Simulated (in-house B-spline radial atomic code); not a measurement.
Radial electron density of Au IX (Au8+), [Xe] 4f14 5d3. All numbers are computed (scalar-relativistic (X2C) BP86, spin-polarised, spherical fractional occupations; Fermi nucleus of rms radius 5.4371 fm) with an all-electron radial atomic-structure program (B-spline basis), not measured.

One-electron X2C: radii and densities carry no picture-change correction, so inner-shell <1/r> comes out high (for 1s by about 2 % at Z = 33, 5 % at 54, 10 % at 75, 30 % at 118) and <r> low.

Columns: r (bohr), 4πr²n(r) (electrons per bohr), bar.

```
0.000311    3.679 #
0.000383    4.884 #
0.000472    6.465 ##
 0.00058    8.493 ###
0.000714    11.13 ###
0.000878    14.51 ####
 0.00108    18.81 ######
 0.00133    24.24 #######
 0.00164    31.03 #########
 0.00201    39.03 ############
 0.00248    48.84 ###############
 0.00305    59.92 ##################
 0.00375    72.09 ######################
 0.00461    84.68 #########################
 0.00567    96.64 #############################
 0.00698    106.5 ################################
 0.00859    112.7 ##################################
  0.0106    113.8 ##################################
   0.013    109.9 #################################
   0.016    102.8 ###############################
  0.0197    96.99 #############################
  0.0242    97.84 #############################
  0.0298      109 #################################
  0.0367    127.9 ######################################
  0.0451    144.5 ###########################################
  0.0555    146.9 ############################################
  0.0683    132.8 ########################################
   0.084    116.5 ###################################
   0.103    116.9 ###################################
   0.127    132.4 ########################################
   0.156    135.4 #########################################
   0.192    109.8 #################################
   0.237    79.74 ########################
   0.291    77.18 #######################
   0.358    88.56 ###########################
   0.441    81.07 ########################
   0.543    54.73 ################
   0.668    32.77 ##########
   0.821    22.83 #######
    1.01    16.82 #####
    1.24    10.04 ###
    1.53    4.189 #
    1.88    1.204 
    2.32   0.2144 
    2.85  0.02344 
    3.51 0.001286 
    4.31 3.06e-05
```

On this grid the curve has 4 maxima, near 0.0106, 0.0555, 0.156, 0.358 bohr.

The 5p down radial function P(r) = rR(r), positive near the nucleus:

```
r (bohr)         P
0.000472   0.00126
0.000714  0.002248
 0.00108   0.00408
 0.00164  0.007569
 0.00248   0.01411
 0.00375   0.02636
 0.00567   0.04883
 0.00859   0.08838
   0.013    0.1517
  0.0197    0.2375
  0.0298    0.3131
  0.0451      0.29
  0.0683   0.05347
   0.103   -0.3274
   0.156   -0.3927
   0.237    0.2267
   0.358    0.6433
   0.543   -0.1644
   0.821    -1.122
    1.24    -0.917
    1.88   -0.2572
    2.85  -0.01979
```
